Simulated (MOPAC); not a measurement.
MOPAC input (AM1):

```
AM1 FORCE THERMO(298,298) PRECISE LET CHARGE=-1 GEO-OK AUX(PRECISION=9) THREADS=1
CH4N

C    -0.56011125 1    0.13175155 1    0.11141221 1
N     0.71081497 1   -0.26840395 1   -0.21847149 1
H    -0.84852652 1    0.12707938 1    1.23041483 1
H    -1.31324090 1   -0.54487085 1   -0.38907526 1
H    -0.87643650 1    1.20353068 1   -0.18287075 1
H     1.37347205 1    0.33411666 1    0.22736145 1
```

Which zero-point energy does it print?

30.47 kcal/mol, from the harmonic wavenumbers of AM1.
